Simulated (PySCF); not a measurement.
Computed IR spectrum (relative IR intensity) of a molecule C3H3ClF2. Geometry: PBE0-D3(BJ)/def2-SVP. Other conformers were not sampled. Method: PBE0-D3(BJ)/def2-SVP in PySCF. Frequencies are harmonic and unscaled.

ν (cm⁻¹): 181 (vw), 218 (vw), 242 (w), 667 (m), 867 (vs), 1019 (vw), 1155 (s), 1199 (m), 1216 (vs), 1270 (m), 1376 (s), 1519 (s), 3192 (w), 3206 (w) (against the strongest line: vs over 80 %, s over 45 %, m over 15 %, w over 4 %, vw less)

Task: Pick the molecule that these values belong to.
A. FC1(F)C[C@H]1Cl
B. F[C@@H]1[C@H](F)[C@H]1Cl
C. FC(F)/C=C/Cl
D. C/C(F)=C(\F)Cl

Result: B, F[C@@H]1[C@H](F)[C@H]1Cl
